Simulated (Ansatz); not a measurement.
Molecule: C₃H₅Cl, charge 0, multiplicity 1. SMILES: C=CCCl
Coordinates optimised at B3LYP-D3(BJ)/def2-TZVP (Ansatz, a first-principles code):
```
C
C 1 1.3264
H 2 1.0820 1 121.55
H 2 1.0839 3 116.93 1 179.92
H 1 1.0848 2 120.45 3 -0.89
C 1 1.4857 5 116.06 2 -179.76
H 6 1.0868 1 112.06 5 178.85
H 6 1.0881 7 109.69 1 125.24
Cl 6 1.8209 7 106.56 8 113.26
```

Wanted: vertical triplet-singlet gap (E(triplet) - E(singlet); each state is the SCF solution reached for its spin), in kJ/mol. Cores are frozen in the correlated levels unless marked. Open shells are spin-unrestricted. No spin-orbit coupling. No relativistic terms. Basis-set limits of correlation are two-point, X^-3; Hartree-Fock from the larger set. The bracket is a focal-point correction in the basis named.

RI-MP2/CBS(aug-cc-pV(T+d)Z,aug-cc-pV(Q+d)Z)+[CCSD(T)-MP2]/aug-cc-pV(T+d)Z (Ansatz) gives 440.3 kJ/mol.

Problem. Another calculation gave 404.9 kJ/mol. Which level was it?
(A) PBE0/def2-TZVPD (Ansatz)
(B) wB97X-V/def2-TZVPD (Ansatz)
(C) r2SCAN/def2-TZVPD (Ansatz)
(D) PBE/def2-TZVPD (Ansatz)

Solution. A, PBE0/def2-TZVPD (Ansatz). The others give 431.6 (wB97X-V), 415.4 (PBE), 391.2 (r2SCAN) kJ/mol.
